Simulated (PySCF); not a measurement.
HBN (SMILES B=[N]), doublet, at a GFN2-xTB geometry. Base run: HF/def2-SVP (PySCF).

Input for PySCF:
```python
from pyscf import gto, scf, solvent

mol = gto.Mole()
mol.atom = '''
    B    -0.00000000   -0.00000000   -0.57858560
    N     0.00000000    0.00000000    0.65947354
    H    -0.00000000   -0.00000000   -1.72338677
'''
mol.basis = 'def2-svp'
mol.spin = 1
mol.verbose = 4
mol.build()

mf = scf.UHF(mol)
mf.kernel()
```

The base run was repeated with changes; each row names its change, and settings that it needs were set with it.

```json
[
 {"change": "base", "ΔE vs base (kcal/mol)": "0.000", "dipole (D)": "2.89"},
 {"change": "model = IEF-PCM; solvent = methanol", "ΔE vs base (kcal/mol)": "-5.14", "dipole (D)": "3.52"},
 {"change": "model = SS(V)PE; solvent = acetonitrile", "ΔE vs base (kcal/mol)": "-5.10", "dipole (D)": "3.51"},
 {"change": "model = IEF-PCM; solvent = water", "ΔE vs base (kcal/mol)": "-5.29", "dipole (D)": "3.54"},
 {"change": "model = IEF-PCM; solvent = acetonitrile; vdw_scale = 1.4", "ΔE vs base (kcal/mol)": "-3.26", "dipole (D)": "3.31"},
 {"change": "model = IEF-PCM; solvent = acetonitrile; r_probe = 0.5", "ΔE vs base (kcal/mol)": "-2.65", "dipole (D)": "3.23"},
 {"change": "model = IEF-PCM; solvent = acetonitrile", "ΔE vs base (kcal/mol)": "-5.16", "dipole (D)": "3.52"},
 {"change": "model = IEF-PCM; solvent = acetonitrile; vdw_scale = 1.0", "ΔE vs base (kcal/mol)": "-8.44", "dipole (D)": "3.85"},
 {"change": "model = C-PCM; solvent = acetonitrile", "ΔE vs base (kcal/mol)": "-5.23", "dipole (D)": "3.53"},
 {"change": "model = IEF-PCM; solvent = acetonitrile; lebedev_order = 11", "ΔE vs base (kcal/mol)": "-5.05", "dipole (D)": "3.51"},
 {"change": "model = IEF-PCM; solvent = acetonitrile; vdw_scale = 1.1", "ΔE vs base (kcal/mol)": "-6.59", "dipole (D)": "3.67"},
 {"change": "model = ddCOSMO; solvent = acetonitrile", "ΔE vs base (kcal/mol)": "-4.67", "dipole (D)": "3.44"}
]
```

The base is the gas phase, so ΔE is the electrostatic part of solvation at a fixed geometry, without cavity and dispersion terms.

Open shells are given as the SCF converged; they aren't shown to be the lowest states, and a large step between rows can be another state.
